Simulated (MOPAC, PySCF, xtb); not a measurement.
Acid–base and redox partners of C[SiH3]. Gas-phase values, no solvent. Strings in code marks are SMILES.

Quantity: electronic energy of isomers of CH5Si (charge -1) relative to `C[SiH2-]`, in kcal/mol. Semi-empirical values (MOPAC) are differences of heats of formation. Levels without diffuse functions put anions too high.

Level 1: PBE-D3(BJ)/def2-TZVPD // B3LYP-D3(BJ)/def2-TZVPD (PySCF)
Level 2: PBE/6-31G* // B3LYP-D3(BJ)/def2-TZVPD (PySCF)
Level 3: GFN2-xTB (xtb)
Level 4: PM6 // B3LYP-D3(BJ)/def2-TZVPD (MOPAC)

| species | level 1 | level 2 | level 3 | level 4 |
|---|---|---|---|---|
| `[CH2-][SiH3]` (not the most acidic site) | 14.5 | 23.3 | -8.28 | 7.13 |
